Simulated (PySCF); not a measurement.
# Correlation energy of Sb+ (antimony, charge +1)

[Kr] 4d10 5s2 5p2, high-spin 3P determinant. Calculation: PySCF 2.14, in aug-cc-pVTZ-PP with one added diffuse shell each of d, f type with ECP28MDF (6s5p5d3f, 67 functions); scalar relativity through the core potential. Frozen: 4s2 4p6 4d10; 4 electrons correlated.

```
  level  correlation energy (mhartree)
   CCSD                         -59.12
    (T)                          -1.44
CCSD(T)                         -60.56
```

Diagnostics: T1 = 0.0077, D1 = 0.0200, largest double amplitude 0.091.

Q: Is a single reference adequate?

A: Mostly. T1 lies below 0.03, but a double amplitude of this size points to a near-degeneracy that CCSD handles and MP2 describes poorly.
